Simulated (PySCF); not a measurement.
Mapped SMILES: `[CH2:1]=[CH:2][Si@H:3](/[CH:4]=[CH:5]\[CH:6]=[CH:7]\[F:8])[O:9][CH3:10]`; H(Xn) means a hydrogen on atom n. Ha(C1) is cis to Si3; Hb(C1) is trans to Si3.

- GFN2-xTB geometry
- PBE0/pcSseg-1 with gauge-including orbitals
- run in PySCF 2.14
- isolated molecule, fast rotation and ring inversion assumed for equivalent nuclei, relativity neglected, one conformer

Scale: ¹³C, ¹H, ²⁹Si against TMS; CFCl3 for ¹⁹F; ¹⁷O vs H2O (reference shieldings calculated alike).

```json
{"atoms": "H(C6)", "nucleus": "¹H", "count": "1", "Hirshfeld charge": "0.05", "δ (ppm)": "?"}
{"atoms": "H(C10)", "nucleus": "¹H", "count": "3", "Hirshfeld charge": "0.04", "δ (ppm)": "3.89"}
{"atoms": "C7", "nucleus": "¹³C", "count": "1", "Hirshfeld charge": "0.05", "δ (ppm)": "?"}
{"atoms": "C4", "nucleus": "¹³C", "count": "1", "Hirshfeld charge": "-0.15", "δ (ppm)": "139.7"}
{"atoms": "O9", "nucleus": "¹⁷O", "count": "1", "Hirshfeld charge": "-0.22", "δ (ppm)": "-0.7"}
{"atoms": "H(Si3)", "nucleus": "¹H", "count": "1", "Hirshfeld charge": "-0.09", "δ (ppm)": "5.53"}
{"atoms": "Hb(C1)", "nucleus": "¹H", "count": "1", "Hirshfeld charge": "0.05", "δ (ppm)": "?"}
{"atoms": "C5", "nucleus": "¹³C", "count": "1", "Hirshfeld charge": "-0.04", "δ (ppm)": "?"}
{"atoms": "C10", "nucleus": "¹³C", "count": "1", "Hirshfeld charge": "-0.03", "δ (ppm)": "53.1"}
{"atoms": "H(C2)", "nucleus": "¹H", "count": "1", "Hirshfeld charge": "0.04", "δ (ppm)": "6.42"}
{"atoms": "Ha(C1)", "nucleus": "¹H", "count": "1", "Hirshfeld charge": "0.04", "δ (ppm)": "?"}
{"atoms": "C2", "nucleus": "¹³C", "count": "1", "Hirshfeld charge": "-0.14", "δ (ppm)": "143.4"}
{"atoms": "H(C4)", "nucleus": "¹H", "count": "1", "Hirshfeld charge": "0.05", "δ (ppm)": "6.08"}
{"atoms": "C6", "nucleus": "¹³C", "count": "1", "Hirshfeld charge": "-0.07", "δ (ppm)": "122.3"}
{"atoms": "F8", "nucleus": "¹⁹F", "count": "1", "Hirshfeld charge": "-0.09", "δ (ppm)": "-115.9"}
{"atoms": "H(C5)", "nucleus": "¹H", "count": "1", "Hirshfeld charge": "0.05", "δ (ppm)": "6.69"}
{"atoms": "H(C7)", "nucleus": "¹H", "count": "1", "Hirshfeld charge": "0.06", "δ (ppm)": "7.08"}
{"atoms": "Si3", "nucleus": "²⁹Si", "count": "1", "Hirshfeld charge": "0.40", "δ (ppm)": "-24.8"}
{"atoms": "C1", "nucleus": "¹³C", "count": "1", "Hirshfeld charge": "-0.08", "δ (ppm)": "?"}
```

Question: Complete the table.

Answer: 
- C7: 165.3 ppm, alkene CH
- C5: 145.9 ppm, alkene CH; as expected for a trigonal carbon in a double bond
- C1: 140.9 ppm, terminal =CH2 carbon; an sp2 carbon of a C=C bond
- Hb(C1): 6.51 ppm, hydrogen on a terminal =CH2 carbon; olefinic region
- Ha(C1): 6.19 ppm, hydrogen on a terminal =CH2 carbon; attached to an sp2 carbon and in the plane of the double bond
- H(C6): 6.15 ppm, hydrogen on an alkene CH; attached to an sp2 carbon and in the plane of the double bond

Shifts are as computed. Against solution values, carbons near 30 ppm lie about +3 ppm off and those near 130 ppm about +5 ppm. Of 1211 compounds with measured shifts, 218 miss one by over three times the rms of a fit or turn the order of signals round; such compounds aren't used in these exercises. Unscaled 19F shifts against computed CFCl3 carry errors that often reach 10 to 50 ppm. Experimental scales use liquid or dissolved standards, which lie at an offset from isolated H2O (liquid H2O: subtract about 36 ppm).
